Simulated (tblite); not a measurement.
A geometry optimisation, step by step.

Species: C5H11GaGe.
SMILES with atom numbers: `[CH2:1]=[CH:2][C@@H:3]([GaH2:4])/[CH:5]=[CH:6]/[GeH3:7]` (hydrogens: H8, H9 on C1; H10 on C2; H11 on C3; H12, H13 on Ga4; H14 on C5; H15 on C6; H16, H17, H18 on Ge7)

Computed with GFN2-xTB (tblite), gas phase: L-BFGS steps from a force-field or distance-geometry start until the largest atomic force falls under 0.01 eV/Å. 7 of its 213 geometries are shown.

Step 0: E = -524.8732 eV, largest atomic force 2.672 eV/Å
```
atom  x, y, z in Å  |  force x, y, z in eV/Å
C1     -0.302    1.643   -2.160   -0.765  -0.364  -0.443
C2     -1.167    0.817   -1.562    0.581   0.777  -0.117
C3     -1.079    0.545   -0.068   -0.242   1.325  -0.443
Ga4    -2.420   -0.561    0.837   -0.462   1.940   1.089
C5      0.317    0.185    0.221    0.640   0.409   0.002
C6      0.688   -0.897    0.878    0.293   0.016   0.270
Ge7     2.562   -1.206    1.153    0.580  -0.698   0.275
H8     -0.366    1.836   -3.237    0.106  -0.101   0.568
H9      0.480    2.171   -1.623   -0.316  -0.120  -0.199
H10    -1.947    0.292   -2.114    0.204   0.140  -0.029
H11    -1.286    1.510    0.475    0.307   0.114  -0.386
H12    -3.261    0.285    1.977    0.161  -0.585  -0.375
H13    -2.422   -1.932    0.479   -0.566  -2.591  -0.322
H14     1.095    0.868   -0.161   -0.297  -0.399   0.188
H15    -0.064   -1.579    1.261   -0.046  -0.148   0.067
H16     2.973   -1.043    2.645   -0.097  -0.079  -0.727
H17     2.842   -2.672    0.729    0.079   0.627   0.250
H18     3.350   -0.257    0.257   -0.159  -0.263   0.334
```

Step 35: E = -525.5794 eV, largest atomic force 0.203 eV/Å
```
atom  x, y, z in Å  |  force x, y, z in eV/Å
C1     -0.605    1.743   -2.316   -0.038   0.036  -0.063
C2     -1.141    0.831   -1.527    0.006  -0.059   0.138
C3     -0.931    0.766   -0.028   -0.180  -0.086   0.039
Ga4    -2.349   -0.497    0.753    0.058   0.101   0.040
C5      0.465    0.297    0.264   -0.066  -0.018  -0.035
C6      0.800   -0.757    0.994    0.029  -0.032  -0.132
Ge7     2.618   -1.354    1.285    0.130   0.031   0.046
H8     -0.783    1.720   -3.379    0.072   0.102  -0.013
H9      0.017    2.542   -1.937   -0.082  -0.079  -0.050
H10    -1.753    0.032   -1.956    0.125   0.036   0.025
H11    -1.026    1.780    0.397    0.055   0.033  -0.098
H12    -3.186   -0.173    2.049   -0.046  -0.032   0.116
H13    -2.769   -1.827    0.022   -0.021  -0.066  -0.072
H14     1.239    0.901   -0.201    0.125  -0.026   0.048
H15     0.015   -1.393    1.421   -0.059   0.112   0.010
H16     2.990   -1.311    2.727   -0.021   0.014   0.115
H17     2.770   -2.774    0.865    0.010  -0.069  -0.067
H18     3.621   -0.519    0.557   -0.098   0.000  -0.047
```

Step 71: E = -525.6881 eV, largest atomic force 0.159 eV/Å
```
atom  x, y, z in Å  |  force x, y, z in eV/Å
C1     -0.985    1.807   -2.397    0.155  -0.009  -0.036
C2     -0.929    0.776   -1.571   -0.081  -0.041   0.112
C3     -0.768    0.859   -0.081    0.013   0.027   0.047
Ga4    -2.227   -0.358    0.715   -0.090  -0.016  -0.053
C5      0.566    0.290    0.306    0.011   0.052  -0.001
C6      0.774   -0.788    1.050    0.003  -0.036  -0.091
Ge7     2.553   -1.474    1.408   -0.012   0.004   0.005
H8     -1.072    1.671   -3.461   -0.101   0.011  -0.032
H9     -0.883    2.825   -2.057   -0.034   0.005   0.049
H10    -1.013   -0.239   -1.958    0.059   0.003  -0.025
H11    -0.799    1.913    0.237    0.004  -0.014  -0.062
H12    -2.714   -0.446    2.225   -0.002   0.015  -0.009
H13    -2.959   -1.373   -0.268    0.009   0.012   0.046
H14     1.427    0.826   -0.086    0.018   0.012  -0.004
H15    -0.090   -1.330    1.449    0.032  -0.030   0.000
H16     2.850   -1.474    2.872    0.029   0.000  -0.003
H17     2.728   -2.873    0.913   -0.045  -0.007   0.014
H18     3.533   -0.606    0.692    0.032   0.013   0.044
```

Step 106: E = -525.7317 eV, largest atomic force 0.056 eV/Å
```
atom  x, y, z in Å  |  force x, y, z in eV/Å
C1     -1.361    1.667   -2.383    0.025  -0.049   0.008
C2     -0.752    0.783   -1.604   -0.033   0.017   0.007
C3     -0.588    0.933   -0.124    0.038   0.003  -0.006
Ga4    -2.172   -0.159    0.644    0.006  -0.030   0.011
C5      0.711    0.369    0.358    0.025  -0.011  -0.049
C6      0.874   -0.840    0.880   -0.032   0.011   0.024
Ge7     2.560   -1.588    1.479   -0.007   0.011   0.038
H8     -1.467    1.508   -3.442   -0.023  -0.011  -0.012
H9     -1.760    2.594   -1.996    0.038  -0.014   0.017
H10    -0.361   -0.138   -2.028    0.001   0.037   0.022
H11    -0.648    1.999    0.138    0.002  -0.008  -0.011
H12    -2.522   -0.326    2.189    0.024   0.003   0.008
H13    -3.140   -0.942   -0.330   -0.034   0.007  -0.026
H14     1.584    1.000    0.209    0.006   0.003   0.036
H15    -0.014   -1.466    1.030   -0.035  -0.002  -0.025
H16     2.602   -1.618    2.974    0.021  -0.010  -0.013
H17     2.735   -2.994    1.007   -0.022   0.004  -0.020
H18     3.709   -0.775    0.989    0.002   0.038  -0.008
```

Step 141: E = -525.7816 eV, largest atomic force 0.081 eV/Å
```
atom  x, y, z in Å  |  force x, y, z in eV/Å
C1     -1.580    1.362   -2.331   -0.009   0.030  -0.025
C2     -0.660    0.736   -1.606    0.017  -0.045   0.065
C3     -0.432    1.039   -0.163    0.018   0.007   0.004
Ga4    -2.110    0.101    0.636    0.001   0.000  -0.011
C5      0.778    0.436    0.449    0.016   0.006  -0.012
C6      0.909   -0.862    0.721    0.043   0.002   0.000
Ge7     2.509   -1.641    1.494    0.001   0.022   0.001
H8     -1.734    1.148   -3.375    0.006  -0.014   0.003
H9     -2.165    2.166   -1.906   -0.011   0.013  -0.008
H10    -0.060   -0.057   -2.037    0.009  -0.035   0.000
H11    -0.450    2.124   -0.013   -0.007   0.016   0.008
H12    -2.111   -0.669    2.032   -0.010   0.000   0.010
H13    -3.442    0.103   -0.221   -0.008  -0.008   0.002
H14     1.600    1.105    0.682    0.002   0.012   0.008
H15     0.070   -1.526    0.494   -0.016  -0.001  -0.006
H16     2.372   -1.841    2.970   -0.016  -0.017  -0.026
H17     2.815   -2.975    0.891   -0.016   0.002  -0.011
H18     3.683   -0.743    1.271   -0.020   0.009  -0.002
```

Step 177: E = -525.7962 eV, largest atomic force 0.032 eV/Å
```
atom  x, y, z in Å  |  force x, y, z in eV/Å
C1     -1.507    1.302   -2.363   -0.009   0.005  -0.007
C2     -0.685    0.668   -1.532    0.010   0.001  -0.002
C3     -0.453    1.088   -0.122   -0.007  -0.009   0.001
Ga4    -2.126    0.141    0.681    0.005   0.004  -0.005
C5      0.741    0.499    0.524    0.008   0.003  -0.004
C6      0.902   -0.811    0.716    0.005  -0.006  -0.003
Ge7     2.505   -1.622    1.432    0.013  -0.003  -0.014
H8     -1.649    0.976   -3.379   -0.008   0.008   0.000
H9     -2.016    2.207   -2.064   -0.001  -0.003  -0.005
H10    -0.161   -0.227   -1.855    0.000  -0.005  -0.006
H11    -0.473    2.179   -0.042   -0.003  -0.005  -0.002
H12    -2.076   -0.685    2.042   -0.009  -0.002   0.009
H13    -3.474    0.147   -0.154    0.001   0.001   0.008
H14     1.522    1.183    0.843    0.006  -0.004  -0.003
H15     0.094   -1.480    0.405   -0.015   0.021   0.002
H16     2.335   -2.059    2.851    0.003  -0.001   0.009
H17     2.866   -2.837    0.640    0.009  -0.014  -0.008
H18     3.646   -0.662    1.364   -0.009   0.009   0.029
```

Step 212: E = -525.8057 eV, largest atomic force 0.009 eV/Å
```
atom  x, y, z in Å  |  force x, y, z in eV/Å
C1     -1.541    1.255   -2.373    0.001  -0.001   0.001
C2     -0.707    0.626   -1.551    0.004   0.007  -0.003
C3     -0.425    1.082   -0.162    0.000  -0.001  -0.001
Ga4    -2.103    0.218    0.720    0.002   0.000   0.000
C5      0.768    0.488    0.482    0.002  -0.004  -0.001
C6      0.909   -0.819    0.707    0.000   0.000   0.002
Ge7     2.503   -1.629    1.445    0.005   0.002   0.003
H8     -1.724    0.907   -3.375    0.001  -0.001   0.002
H9     -2.020    2.179   -2.084   -0.004   0.003   0.002
H10    -0.213   -0.289   -1.865    0.002  -0.006   0.002
H11    -0.418    2.176   -0.116   -0.002   0.002  -0.003
H12    -2.042   -0.579    2.098    0.000  -0.001   0.003
H13    -3.480    0.265   -0.066    0.000   0.000   0.001
H14     1.562    1.165    0.780   -0.003   0.001   0.000
H15     0.086   -1.480    0.419    0.001   0.003  -0.002
H16     2.206   -2.416    2.681   -0.001   0.001  -0.005
H17     3.130   -2.575    0.470   -0.003   0.003   0.002
H18     3.501   -0.570    1.780   -0.005  -0.005  -0.002
```

Q: Summarise the path.

A: The energy falls by 89.97 kJ/mol from step 0 to step 212; nine tenths of that is first reached at step 84. It never rises by more than 0.2 meV. The largest force goes from 2.672 to 0.009 eV/Å. Among the bonds Ga4–H13 changes most, from 1.418 to 1.586 Å; the atoms move by 1.364 Å rms after alignment.

The cost below is that of the whole relaxation. The run took 1.3 s wall on an Arm Neoverse V2 with one thread (shared host).
